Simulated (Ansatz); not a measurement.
Gas-phase electronic energies from Ansatz, PBE0-D4/def2-TZVP geometries. CCSD(T)/CBS adds triple-zeta CCSD(T) − MP2 to the extrapolated MP2 energy (def2 sets, frozen cores). This one scheme is used for every species. Functionals use def2-TZVPP. B3LYP here is the variant with VWN-RPA as its local correlation; programs differ in this. For Ga outer-core shells are correlated without core-valence functions, which leaves a few kJ/mol of doubt a bond. Scalar relativity is left out up to krypton. Each species was taken in one conformer, which may not be the lowest.

Consider the ligand exchange at a Ga–Cl bond: `[OH][Ga]([SH])[Cl]` + H₂S → `[OH][Ga]([SH])[SH]` + HCl.

Is it downhill or uphill in electronic energy at CCSD(T)/CBS, and by how much? (An estimate is asked.)

The calculation gave: Uphill: ΔE = +28.4 kJ/mol.

What do these levels give: PBE-D4, PBE0-D4, ωB97X-V, B2PLYP, PBE0, B3LYP, MP2/def2-TZVPP, CCSD/def2-TZVPP, CCSD(T)/def2-TZVPP, HF/def2-QZVPP, HF/CBS(def2), MP2/CBS(def2)? (Estimate.)

Computed: PBE-D4 26.5, PBE0-D4 29.0, ωB97X-V 33.7, B2PLYP 33.0, PBE0 30.4, B3LYP 33.9, MP2/def2-TZVPP 29.8, CCSD/def2-TZVPP 32.4, CCSD(T)/def2-TZVPP 30.5, HF/def2-QZVPP 45.1, HF/CBS(def2) 45.1, MP2/CBS(def2) 27.7 kJ/mol.

Largest T1 diagnostic among the species: 0.013.

In def2-TZVPP, CCSD(T) changes the Hartree–Fock value by −14.2 kJ/mol (the triples alone add −1.9 kJ/mol) and MP2 by −14.9 kJ/mol.
